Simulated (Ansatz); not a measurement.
Ansatz (a program for electronic structure) input (PBE/3-21G): The .json file is the Basis Set Exchange's 3-21G.

Ansatz 0.2 input:
```yaml
crystal:
  periodic: [false, false, false]
  atoms:
    - {symbol: C, position_ang: [-2.15143800, 1.40227100, 0.48785600]}
    - {symbol: C, position_ang: [-1.40577900, 0.30666500, 0.61460500]}
    - {symbol: C, position_ang: [-1.96986200, -1.07597400, 0.47270200]}
    - {symbol: C, position_ang: [0.05285100, 0.40735700, 0.92147000]}
    - {symbol: Se, position_ang: [1.24200900, -0.15555800, -0.58147400]}
    - {symbol: H, position_ang: [-3.21135100, 1.34396500, 0.27519800]}
    - {symbol: H, position_ang: [-1.72566400, 2.39283800, 0.58993700]}
    - {symbol: H, position_ang: [-1.50442600, -1.59700300, -0.36758900]}
    - {symbol: H, position_ang: [-1.77055400, -1.67120200, 1.36910200]}
    - {symbol: H, position_ang: [-3.04593600, -1.05248700, 0.30717200]}
    - {symbol: H, position_ang: [0.34997700, 1.43394000, 1.12218900]}
    - {symbol: H, position_ang: [0.33764800, -0.20869200, 1.77283600]}
    - {symbol: H, position_ang: [1.18736500, -1.59429000, -0.27851200]}
basis:
  gaussian:
    orbitals: 3-21G.json
hamiltonian:
  xc: {name: PBE}
output: {forces: true}
```

Output:

```
Functional definition: PBE
integrals: 0.04 GiB planned
1070 factors; their error is unknown
mean field: 0.17 GiB planned
mean field evaluation 1: about -69271.1055 eV, gradient 5.7e1 eV
mean field evaluation 2: about -69262.7202 eV, gradient 7.5e1 eV
mean field evaluation 4: about -69278.9563 eV, gradient 4.5e0 eV
mean field evaluation 8: about -69279.0101 eV, gradient 1.8e-1 eV
mean field evaluation 16: about -69278.8820 eV, gradient 1.2e-4 eV
integrals: 0.06 GiB planned
a density is far from that of the atoms, so the factors are made again for it
934 factors; integrals over basis functions are off by at most 7.5e-5 eV
mean field: 0.14 GiB planned
mean field -69278.88014132 eV, -2545.9518862818 hartree, gradient 1.8e-5 eV, S^2 0.000000; 0 other end points of the search recorded, 0 dependent functions left out
the calculation of the forces begins
reference -69278.88017004 eV, -2545.9518873373 hartree; 33, 33 occupied and 42, 42 virtual orbitals, 934 factors
Total energy: -69278.88017004 eV, -2545.9518873373 hartree
Atom 0 at    -2.151438     1.402271     0.487856 Å, force    -0.319450     0.404895    -0.036010 eV/Å
Atom 1 at    -1.405779     0.306665     0.614605 Å, force     0.298887    -0.275129     0.083632 eV/Å
Atom 2 at    -1.969862    -1.075974     0.472702 Å, force     0.017773    -0.092773     0.029761 eV/Å
Atom 3 at     0.052851     0.407357     0.921470 Å, force     0.153340    -0.235815    -0.287804 eV/Å
Atom 4 at     1.242009    -0.155558    -0.581474 Å, force     0.196330     0.680090    -0.393647 eV/Å
Atom 5 at    -3.211351     1.343965     0.275198 Å, force    -0.406891    -0.006162    -0.083162 eV/Å
Atom 6 at    -1.725664     2.392838     0.589937 Å, force     0.146972     0.389289     0.033680 eV/Å
Atom 7 at    -1.504426    -1.597003    -0.367589 Å, force     0.216741    -0.174728    -0.387579 eV/Å
Atom 8 at    -1.770554    -1.671202     1.369102 Å, force     0.071461    -0.217291     0.391213 eV/Å
Atom 9 at    -3.045936    -1.052487     0.307172 Å, force    -0.442441     0.031289    -0.071007 eV/Å
Atom 10 at     0.349977     1.433940     1.122189 Å, force     0.076203     0.447138     0.106477 eV/Å
Atom 11 at     0.337648    -0.208692     1.772836 Å, force     0.058438    -0.244135     0.413531 eV/Å
Atom 12 at     1.187365    -1.594290    -0.278512 Å, force    -0.067363    -0.706667     0.200917 eV/Å
Dipole moment:    -0.152915    -0.135626     0.232210 e Å
```

The geometry given is a B3LYP-D3(BJ)/def2-TZVP minimum.
